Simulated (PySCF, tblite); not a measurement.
Species: C6H10OS.
Bonds: C1–O2, O2–C3, C3–S4 (double), C3–C5, C5–C6, C6–C7, C7–C8, C6–C8. Hydrogens: H9, H10, H11 on C1; H12, H13 on C5; H14 on C6; H15, H16 on C7; H17, H18 on C8.

Computed geometry: GFN2-xTB, gas phase.

**Question.** What internal coordinates does the optimisation give?

**Answer.** 
| bond | length (Å) | order |
| --- | --- | --- |
| C1–O2 | 1.414 | single |
| O2–C3 | 1.325 | single |
| C3=S4 | 1.630 | double |
| C3–C5 | 1.500 | single |
| C5–C6 | 1.519 | single |
| C6–C7, C6–C8 | 1.498 | single |
| C7–C8 | 1.498 | single |
| C1–H9, C1–H10, C1–H11 | 1.091 | single |
| C5–H12, C5–H13 | 1.091 | single |
| C6–H14 | 1.083 | single |
| C7–H15, C8–H17 | 1.079 | single |
| C7–H16, C8–H18 | 1.079 | single |

Bonds in one row agree within 0.01 Å and their mean is given. Orders are formal, as drawn. A selection of angles:
| angle | degrees |
| --- | --- |
| O2–C1–H9 | 106.3 |
| O2–C1–H10 | 110.4 |
| H9–C1–H10 | 110.6 |
| H10–C1–H11 | 108.5 |
| C1–O2–C3 | 118.0 |
| O2–C3–S4 | 124.1 |
| O2–C3–C5 | 113.0 |
| S4–C3–C5 | 122.9 |
| C3–C5–C6 | 109.1 |
| C3–C5–H12 | 109.0 |
| C6–C5–H12 | 109.8 |
| H12–C5–H13 | 109.8 |
| C5–C6–C7 | 119.5 |
| C5–C6–H14 | 113.2 |
| C7–C6–C8 | 60.0 |
| C7–C6–H14 | 117.6 |
| C6–C7–C8 | 60.0 |
| C6–C7–H15 | 118.1 |
| C6–C7–H16 | 118.2 |
| C8–C7–H15 | 118.2 |
| C8–C7–H16 | 118.5 |
| H15–C7–H16 | 113.7 |
| C6–C8–H18 | 118.6 |

Torsions: C1–O2–C3–S4 1° (synperiplanar); O2–C3–C5–C6 80° (synclinal); C3–C5–C6–C7 148° (anticlinal); C5–C6–C7–C8 -109° (anticlinal); C5–C6–C8–C7 109° (anticlinal). The mirror-image conformer, all signs reversed, is as good.

The 5 C–C bonds span 1.498 Å (C7–C8, drawn single) to 1.519 Å (C5–C6, drawn single), a spread of 0.021 Å. Of the pairs four or more bonds apart, S4···H10 is among the closest relative to their van der Waals radii: 2.81 Å, 94 % of the sum of Bondi's values. The C–O distances run from 1.325 Å (O2–C3, drawn single) to 1.414 Å (C1–O2, drawn single), a spread of 0.089 Å. All internal angles of the 3-membered ring C6–C7–C8 are 60.0°.

Point group: C1 (no symmetry element, even within 0.4 Å). Its GFN2-xTB frequencies are all real (lowest 30 cm⁻¹). One conformer, not necessarily the lowest. 3 starts were optimised and ended at 0.00, 0.05 and 0.70 kcal/mol (GFN2-xTB); the lowest of these is shown.
